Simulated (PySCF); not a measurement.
An unknown is described by computed data only.

Formula: C7H7; charge +1.

| Quantity | Value |
| --- | --- |
| UV, strongest line | among the 10 lowest singlet transitions: S2 at 4.81 eV (258 nm, f = 0.384) [TDDFT wB97X-D/def2-SVPD] |
| Rotational structure | rotational constants A, B, C: 5.348, 2.794, 1.835 GHz [PBE0-D3(BJ)/def2-SVP] |
| Polarisability | 78.5 au [wB97X-D/def2-SVPD] |
| 13C NMR | chemical shifts (computed TMS as zero) by class: 216.3 (1 C), 190.1 (1 C), 173.3 (2 C), 143.9 (1 C), 135.7 (2 C) ppm [GIAO HF/pcSseg-2] |
| Couplings | largest of the computed one-bond spin–spin couplings (means over like bonds): 13C–1H +186.6 (×2), 13C–1H +183.2 (×2), 13C–1H +179.8 (×2), 13C–1H +178.7, 13C–13C +63.3, 13C–13C +60.8 (×2), 13C–13C +55.6 (×2), 13C–13C +54.6 (×2) Hz [B3LYP/pcJ-1, spin–dipole term left out] |
| UV, first state | lowest singlet excitation: 3.28 eV (378 nm, f = 0.034) [TDDFT wB97X-D/def2-SVPD] |

The electronic properties come from PySCF, for the isolated species, density fitting. Levels stand in brackets. Geometry: PBE0-D3(BJ)/def2-SVP; no solvent, vibrations or thermal averaging. Each NMR value is the plain mean over a class of atoms that symmetry, rotation or inversion makes alike.

Q: Give a SMILES that accounts for the data.

A: Numbering: `[CH2+:1][c:2]1[cH:3][cH:4][cH:5][cH:6][cH:7]1`. 7 carbons fall into 5 classes; from least to most shielded: carbon bonded to C and 2 H [C1] (216.3 ppm), aromatic CH carbon [C5] (190.1 ppm), aromatic CH carbon [C3/C7] (173.3 ppm, 2 C), substituted aromatic carbon [C2] (143.9 ppm), aromatic CH carbon [C4/C6] (135.7 ppm, 2 C). The couplings run between: +186.6 Hz, aromatic CH carbon [C4] and its hydrogen (with 1 like pair); +183.2 Hz, aromatic CH carbon [C3] and its hydrogen (with 1 like pair); +179.8 Hz, carbon bonded to C and 2 H [C1] and its hydrogen (with 1 like pair); +178.7 Hz, aromatic CH carbon [C5] and its hydrogen; +63.3 Hz, carbon bonded to C and 2 H [C1] and substituted aromatic carbon [C2]; +60.8 Hz, aromatic CH carbon [C3] and aromatic CH carbon [C4] (with 1 like pair); +55.6 Hz, aromatic CH carbon [C4] and aromatic CH carbon [C5] (with 1 like pair); +54.6 Hz, substituted aromatic carbon [C2] and aromatic CH carbon [C3] (with 1 like pair). S1 is mainly HOMO→LUMO (weight 0.99); the largest Löwdin shares of the orbital it empties are 0.21 on each of 2 atoms of one kind (aromatic CH carbon) and 0.20 on each of 2 atoms of one kind (aromatic CH carbon), of the orbital it fills 0.33 on the carbon bonded to C and 2 H, 0.17 on an aromatic CH carbon and 0.12 on each of 2 atoms of one kind (aromatic CH carbon). The optimised geometry has point group C2v and is an asymmetric top. Structure: `[CH2+]c1ccccc1`. The assignments are read from this structure; whether some other isomer fits the data as well wasn't checked.
